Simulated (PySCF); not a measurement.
C₃H₉GeO₄, SMILES C[O][Ge]([O])([O]C)[O]C (connectivity only; charge and spin as stated), charge -1, multiplicity 1.

Geometry: B3LYP-D3(BJ)/def2-SVPD. The multiplicity is an assumed one; other spin states were not compared. The isomer is the one that the SMILES or the coordinates give; other isomers of the formula were not compared. Other conformers were not sampled.

Method: r2SCAN/def2-SVPD (PySCF).

| Property | Value |
|---|---|
| total energy | -2496.96224 hartree |
| highest occupied level | -1.15 eV |
| lowest empty level | 3.80 eV |
| orbital gap | 4.95 eV |
| dipole moment about the centre of nuclear charge | 4.25 D |
